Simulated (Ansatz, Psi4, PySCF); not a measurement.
C$_{2}$H$_{6}$OZn, charge +1, doublet (typed; the unrestricted solution is spin-contaminated), at a GFN2-xTB geometry (such geometries of metal compounds can be far from the true shape) (a state made from the parent by changing its charge; the spin is typed, not shown lowest). Base run: PySCF with B3LYP/STO-3G.

Geometry (Å):
```xyz
10

Zn     0.6605     0.0789     0.3136
C     -0.2798    -0.9736    -1.3058
C     -1.6638    -0.5093    -1.2205
H     -0.1031    -2.0138    -1.0299
H      0.2922    -0.6291    -2.1680
H     -1.7867     0.5557    -1.4361
H     -2.1713    -0.8015    -0.2963
H     -2.2278    -1.0255    -2.0205
O     -0.2794     1.1050     1.3285
H      0.0777     1.6039     2.0719
```
Charge +1, spin multiplicity 2.
Orbitals are unrestricted.
All else is at PySCF's defaults.

The same geometry, method and basis name were run in Ansatz (a program for electronic structure) and Psi4 and PySCF, at each program's defaults and at the settings that a row names. The base is PySCF at its defaults. Differences at the defaults can come from grids, fitting, cores and function types together. The rows with settings made alike still differ; the cause (another SCF solution, basis table, core potential or functional code) wasn't traced.

```
code and settings                                                                             ΔE vs base (µEh)  basis functions       E (Eh)  SCF cycles        outcome
--------------------------------------------------------------------------------------------  ----------------  ---------------  -----------  ----------  -------------
PySCF, defaults (exact integrals, its default grid, spherical functions)                                   0.0               39  -1911.55181          48      converged
Psi4, defaults (density fitting with its default set, its default grid, spherical functions)             -1975               39  -1911.55379          35      converged
Ansatz, defaults (factorised integrals, its default grid, spherical functions)                            -425               39  -1911.55224           -      converged
PySCF, density fitting with def2-universal-jkfit                                                             -               39            -          50  not converged
PySCF, fine grid                                                                                         -37.2               39  -1911.55185          40      converged
Psi4, exact integrals, spherical functions, fine grid                                                    -36.7               39  -1911.55185          61      converged
Ansatz, high accuracy                                                                                     -430               39  -1911.55224           -      converged
```

Open shells are given as the SCF converged; they aren't shown to be the lowest states, and a large step between rows can be another state.
